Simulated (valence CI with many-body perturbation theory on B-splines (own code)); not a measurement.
**Tb⁵²⁺: electric-dipole lines**

Level of theory: relativistic CI+MBPT: three valence electrons over a frozen Dirac-Fock core [Ne], radial functions for each j: 11 s, 11 p, 9 d, 7 f, 5 g, 2 h, 1 i, with the one-electron correlation potential Σ1, the two-electron term Σ2, the three-electron term Σ3, Breit, model QED; selected CI, second order for the rest (own B-spline code, finite nucleus).

No measured spectrum was set against this ion. As an estimate, large intervals hold to a few tenths of a per cent, small ones and those within an open d or f shell to about a per cent.

Lines 151 to 200 of 265 in falling wavelength, among levels below 971.96 eV, chosen from the strongest by gf and those to the six lowest levels. Wavelengths and rates use the calculated energies. Electric multipoles are in the length gauge, E1 and E2 with the static RPA response of the core. Weak lines are less certain than strong ones. Lines between different terms over intervals too small for the method are left out, as are lines whose strength nearly cancels. Where a level lies close to another of its J and parity, the split of strength between their lines is uncertain. The highest levels of a list are the least certain.

Levels are named by their leading jj configuration (3d3/2^4 stands for four electrons in 3d with j = 3/2), which in mixed levels can hold well under half, so a name can repeat and another be missing. Letters in brackets count levels of one name in rising energy.

```csv
λ vac (nm),Upper,Lower,A (s⁻¹),S (a.u.)
3.447,(3s 3p3/2 3d3/2) J=5/2 [a],(3s 3p1/2 3p3/2) J=3/2 [b],7.15e+10,8.68e-03
3.437,(3p1/2 3p3/2^2) J=5/2,(3s 3p1/2 3p3/2) J=3/2 [a],2.33e+10,2.81e-03
3.435,(3p1/2 3p3/2 3d3/2) J=3/2 [a],(3p1/2^2 3p3/2) J=3/2,1.88e+11,1.51e-02
3.425,(3p1/2 3p3/2 3d5/2) J=5/2 [b],(3s 3p1/2 3d5/2) J=5/2 [a],2.73e+11,3.25e-02
3.415,(3p1/2 3p3/2 3d3/2) J=5/2 [b],(3s 3p1/2 3d3/2) J=5/2,1.12e+11,1.33e-02
3.413,(3s 3p3/2 3d5/2) J=3/2 [a],(3s^2 3d3/2) J=3/2,8.78e+10,6.89e-03
3.400,(3p1/2 3p3/2^2) J=3/2,(3s 3p1/2 3p3/2) J=3/2 [a],4.81e+11,3.73e-02
3.376,(3s 3d3/2^2) J=3/2,(3s 3p1/2 3d3/2) J=1/2,4.11e+11,3.12e-02
3.375,(3s 3d3/2 3d5/2) J=7/2 [a],(3s 3p1/2 3d5/2) J=5/2 [b],7.89e+10,1.20e-02
3.367,(3p1/2 3p3/2 3d5/2) J=3/2 [a],(3s 3p1/2 3d3/2) J=1/2,2.38e+11,1.79e-02
3.326,(3p1/2 3p3/2 3d5/2) J=3/2 [b],(3s 3p1/2 3d5/2) J=5/2 [a],1.30e+11,9.47e-03
3.320,(3p3/2^3) J=3/2,(3s 3p3/2^2) J=5/2,3.12e+11,2.25e-02
3.315,(3p1/2 3p3/2 3d3/2) J=5/2 [b],(3s 3p1/2 3d3/2) J=3/2 [a],2.24e+11,2.41e-02
3.307,(3s 3d3/2^2) J=5/2,(3s 3p1/2 3d3/2) J=3/2 [b],8.92e+11,9.55e-02
3.295,(3s 3p3/2 3d3/2) J=3/2 [b],(3s 3p1/2 3p3/2) J=1/2,4.07e+11,2.88e-02
3.292,(3s 3p3/2 3d3/2) J=3/2 [a],(3s 3p1/2 3p3/2) J=5/2,1.10e+11,7.73e-03
3.292,(3s 3d3/2 3d5/2) J=7/2 [a],(3s 3p1/2 3d5/2) J=7/2,5.44e+11,7.66e-02
3.282,(3p1/2 3p3/2^2) J=1/2,(3s 3p1/2 3p3/2) J=3/2 [a],6.53e+10,2.28e-03
3.275,(3s 3p3/2 3d3/2) J=5/2 [a],(3s 3p1/2 3p3/2) J=5/2,6.98e+11,7.26e-02
3.249,(3s 3d3/2 3d5/2) J=5/2 [a],(3s 3p1/2 3d5/2) J=7/2,1.46e+11,1.49e-02
3.248,(3s 3p3/2 3d3/2) J=7/2,(3s 3p1/2 3p3/2) J=5/2,6.23e+11,8.43e-02
3.225,(3s 3d3/2 3d5/2) J=5/2 [b],(3s 3p1/2 3d5/2) J=3/2,3.52e+11,3.50e-02
3.222,(3s 3p3/2 3d3/2) J=3/2 [b],(3s 3p1/2 3p3/2) J=3/2 [b],5.96e+11,3.93e-02
3.206,(3p1/2 3p3/2 3d3/2) J=3/2 [b],(3p1/2^2 3p3/2) J=3/2,1.01e+12,6.55e-02
3.204,(3s 3d3/2 3d5/2) J=3/2 [b],(3s 3p1/2 3d5/2) J=3/2,6.04e+11,3.92e-02
3.201,(3s 3d3/2 3d5/2) J=7/2 [a],(3s 3p1/2 3d5/2) J=5/2 [a],2.16e+11,2.80e-02
3.198,(3p1/2 3p3/2 3d3/2) J=5/2 [b],(3p1/2^2 3p3/2) J=3/2,3.23e+11,3.12e-02
3.196,(3s 3p1/2 3d3/2) J=1/2,(3s 3p1/2^2) J=1/2,9.13e+11,2.94e-02
3.189,(3p1/2 3p3/2 3d5/2) J=1/2,(3s 3p1/2 3d3/2) J=3/2 [b],1.98e+11,6.34e-03
3.187,(3s 3d3/2 3d5/2) J=5/2 [b],(3s 3p1/2 3d5/2) J=5/2 [b],5.52e+11,5.29e-02
3.187,(3s 3d3/2 3d5/2) J=7/2 [b],(3s 3p1/2 3d5/2) J=5/2 [b],4.87e+11,6.23e-02
3.179,(3s 3d3/2 3d5/2) J=9/2,(3s 3p1/2 3d5/2) J=7/2,6.47e+11,1.03e-01
3.172,(3p1/2 3p3/2 3d3/2) J=1/2 [b],(3p1/2^2 3p3/2) J=3/2,6.00e+11,1.89e-02
3.168,(3s 3d3/2^2) J=1/2,(3s 3p1/2 3d3/2) J=3/2 [b],9.10e+11,2.86e-02
3.166,(3s 3p3/2 3d3/2) J=3/2 [a],(3s 3p1/2 3p3/2) J=3/2 [a],6.81e+11,4.27e-02
3.166,(3s 3d3/2 3d5/2) J=3/2 [b],(3s 3p1/2 3d5/2) J=5/2 [b],2.17e+11,1.36e-02
3.164,(3s 3p1/2 3d3/2) J=3/2 [b],(3s 3p1/2^2) J=1/2,1.14e+12,7.10e-02
3.161,(3s 3d3/2 3d5/2) J=5/2 [a],(3s 3p1/2 3d5/2) J=5/2 [a],5.21e+11,4.87e-02
3.158,(3p1/2 3p3/2 3d5/2) J=1/2,(3s 3p1/2 3d3/2) J=1/2,2.05e+11,6.38e-03
3.156,(3s 3p3/2 3d3/2) J=1/2 [a],(3s 3p1/2 3p3/2) J=3/2 [a],6.08e+11,1.89e-02
3.151,(3s 3p3/2 3d3/2) J=5/2 [a],(3s 3p1/2 3p3/2) J=3/2 [a],2.82e+11,2.61e-02
3.147,(3s 3p3/2 3d3/2) J=1/2 [b],(3s 3p1/2 3p3/2) J=1/2,7.92e+11,2.44e-02
3.145,(3s^2 3d3/2) J=3/2,(3s^2 3p1/2) J=1/2,1.34e+12,8.26e-02
3.137,(3s 3d3/2^2) J=1/2,(3s 3p1/2 3d3/2) J=1/2,4.87e+11,1.49e-02
3.131,(3s 3d3/2 3d5/2) J=1/2,(3s 3p1/2 3d5/2) J=3/2,1.12e+12,3.38e-02
3.128,(3s 3d3/2 3d5/2) J=3/2 [a],(3s 3p1/2 3d5/2) J=5/2 [a],6.36e+11,3.84e-02
3.110,(3s 3p3/2 3d3/2) J=5/2 [b],(3s 3p1/2 3p3/2) J=3/2 [b],3.06e+11,2.72e-02
3.097,(3s 3d3/2^2) J=3/2,(3s 3p1/2 3d3/2) J=3/2 [a],3.30e+11,1.93e-02
3.093,(3s 3d3/2^2) J=5/2,(3s 3p1/2 3d3/2) J=5/2,6.89e+11,6.04e-02
3.089,(3p1/2 3p3/2 3d5/2) J=3/2 [a],(3s 3p1/2 3d3/2) J=3/2 [a],3.92e+11,2.28e-02
```
